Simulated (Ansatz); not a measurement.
Species: C₁₀H₇BS, SMILES `Bc1ccc(C#C)c2ccsc12` (charge 0, multiplicity 1).

Q: Give a relaxed geometry from PBE0-D3(BJ)/def2-SVP run with Ansatz (a program for electronic structure).

A: One answer among several that fit: the end point of this relaxation, one of several conformers (outside a Z-matrix the atoms follow the SMILES, hydrogens last).
Cartesian coordinates (Å) in one orientation:
```xyz
19

B     -3.252    -0.299    -0.554
C     -1.730    -0.427    -0.387
C     -1.097    -1.677    -0.501
C      0.281    -1.839    -0.356
C      1.104    -0.740    -0.085
C      2.512    -0.901     0.064
C      3.712    -1.033     0.192
C      0.518     0.546     0.040
C      1.156     1.800     0.312
C      0.263     2.825     0.360
S     -1.371     2.327     0.082
C     -0.882     0.673    -0.113
H     -3.799     0.775    -0.457
H     -3.913    -1.284    -0.787
H     -1.715    -2.553    -0.712
H      0.735    -2.826    -0.452
H      4.774    -1.155     0.305
H      2.230     1.910     0.462
H      0.474     3.877     0.549
```
